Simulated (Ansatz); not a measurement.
Two structures of CH$_{7}$FSn, singlet, reached by relaxing down either side of one saddle point (PBE0-D4/def2-TZVP). Energies are electronic, without zero-point energy. Computed with Ansatz 0.2.0 (basis: def2-TZVPP and def2-QZVPP); correlated methods freeze the cores. Filled d shells of the heavier atoms are correlated. Core potentials replace the inner electrons of the atoms past krypton. The def2 sets are not built for correlating such inner shells, so the correlated values are less sure here. Extrapolation: Hartree–Fock as exp(−7.88 √X), correlation as X^−2.97. First:

```
10
angstrom
Sn -1.7781 1.1569 -0.4059
F -1.4264 -0.6364 -1.0206
H -1.9619 2.0658 -1.8313
H -3.2046 1.0197 0.5095
H -0.4114 1.5828 0.5100
H 0.8492 -1.2560 -0.1195
C 1.7546 -1.0381 0.4466
H 1.4967 -0.8295 1.4852
H 2.2555 -0.1697 0.0178
H 2.4264 -1.8955 0.4084
```

Second:

Sn1  (-0.470, 1.030, 0.054)
F2  (-1.143, -2.364, -0.944)
H3  (-0.478, 1.843, -1.445)
H4  (-1.821, -0.051, 0.048)
H5  (-0.750, 2.136, 1.323)
H6  (-1.500, -1.591, -0.570)
C7  (1.312, -0.103, 0.346)
H8  (1.312, -0.540, 1.344)
H9  (2.185, 0.541, 0.238)
H10  (1.355, -0.902, -0.394)
(Å)

Problem. Which bonds change from the first to the second?

Solution. SnH₃F ([F][SnH3]) + CH₄ → CH₆Sn ([CH3][SnH3]) + HF; bonds formed: Sn1–C7, F2–H6; bonds broken: Sn1–F2, H6–C7.

Problem. Give the saddle point's structure and its height above each. (Judge from chemistry; the value comes from the calculation.)

Solution. The calculation gives: 48.07 kcal/mol above the first and 32.28 kcal/mol above the second (CCSD(T) at an estimated basis limit (MP2 extrapolated from triple and quadruple zeta, plus CCSD(T) − MP2 in triple zeta)).
```
10
angstrom
Sn -0.9048 0.8236 -0.1028
F -0.9917 -1.2106 -1.0581
H -1.0478 1.4619 -1.6688
H -2.3093 0.3825 0.7413
H -0.0369 1.9608 0.8615
H 0.0254 -1.0026 -0.4369
C 1.0515 -0.5558 0.2993
H 0.9915 -0.4898 1.3854
H 1.7607 0.1770 -0.0846
H 1.4616 -1.5470 0.0640
```

The T1 diagnostic stays at or below 0.014.

Labels in which every atom is bracketed show which atoms are joined, not bond orders.

For scale, one of the runs: CCSD(T)/def2-TZVPP, 210 basis functions, launched by `ansatz run in.yaml --threads 4 --pin off --events-out ev --progress --plain --max-ram 9574MiB`. The run took 110 s on 4 CPU threads of an Intel Xeon (shared host), with 3.3 GiB of host memory at its peak.
